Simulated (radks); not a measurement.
Task: These are the eigenvalues of the occupied orbitals of an atom or ion with whole-number occupations (Ry). All-electron calculation, non-relativistic Kohn-Sham, exchange-only r2SCAN, spin-polarised, spherical densities, point nucleus; meta-GGA in the generalised Kohn-Sham scheme. Program: a radial shooting solver on a logarithmic mesh with Libxc functionals.

| orbital | eigenvalue |
|---|---|
| 1s up | -258.8332 |
| 1s down | -258.8326 |
| 2s up | -26.18251 |
| 2s down | -26.18174 |
| 2p up | -20.80612 |
| 2p down | -20.80535 |
| 3s up | -2.64943 |
| 3s down | -2.64704 |
| 3p up | -1.38264 |
| 3p down | -1.37853 |
| 4s up | -0.17561 |

Which element is it, and in what charge state? The configuration may be excited. Open shells, if any, are filled with parallel spins first.

Result: Z = 19, potassium, charge 0: K in [Ar] 4s1. The list shows which subshells hold electrons but not how many an open one holds; the 1s level, -129.42 hartree, gives Z - s = 16.1 by -(Z - s)^2/2, which with screening narrows Z to a few neighbours, and the depths of the outer levels then fix element, charge and occupations together.
